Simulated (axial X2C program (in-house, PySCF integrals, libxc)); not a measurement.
Low determinants of As₂⁺ at the PBE0 level, scalar-relativistic

Computed with an axial X2C code built on PySCF integrals. Spin-free means the one-electron spin-free X2C Hamiltonian. Basis: As dyall-cv3z [9s9p6d4f1g] (cores contracted in-house); Gaussian nuclei, density fitting, unrestricted open shells. Masses: As 74.922 u.

Search at 2.185 Å (vertical energies from the lowest determinant):

| ΔE (eV) | state | electrons beyond evenly filled partner blocks | electrons in σ, π, δ, φ |
| --- | --- | --- | --- |
| 0.00 | M_S = 1/2, Λ = 1 | π+α, π+β, π-α | 30 27 8 0 |
| 0.66 | M_S = 1/2, Λ = 0 | σα | 29 28 8 0 |
| 1.68 | M_S = 3/2, Λ = 1 | 2 × π+α, π-α | 30 27 8 0 |
| 2.55 | M_S = 3/2, Λ = 0 | σα, π+α, π+β, 2 × π-α | 29 28 8 0 |
| 2.55 | M_S = 3/2, Λ = 2 | σα, 2 × π+α, π+β, π-α | 29 28 8 0 |
| 2.83 | M_S = 1/2, Λ = 1 | 2 × π+α, π-β | 30 27 8 0 |
| 2.83 | M_S = 1/2, Λ = 3 | 2 × π+α, π+β | 30 27 8 0 |

Lowest determinant, M_S = 1/2, Λ = 1 (beyond evenly filled blocks: π+α, π+β, π-α): Re = 2.180 Å, ωe = 403.8 cm⁻¹.

The determinant in row 2 of the search, M_S = 1/2, Λ = 0 (beyond evenly filled blocks: σα), was followed along the bond at PBE0; measured from the minimum of the lowest determinant it gives:

Te = 0.538 eV (4336 cm⁻¹), Re = 2.082 Å, ωe = 435.7 cm⁻¹.

(1) Compare the bond of the determinant in row 2 with that of the lowest one.

The search compares states at one distance, so a state with another bond length can lie lower; it is not exhaustive and yields mostly the lowest determinant of each block pattern, so other components and higher states of one pattern are missing. These are energies of single determinants, not of spin-adapted states; PBE0 term energies can be off by some tenths of an eV, and the functional has no current term.

Answers

(1) At PBE0 its Re is 0.098 Å shorter and its force constant, which goes as ωe², is 1.16 times that of the lowest determinant. T0 ≈ Te + Δωe/2 = 4336 + (16) = 4352 cm⁻¹.
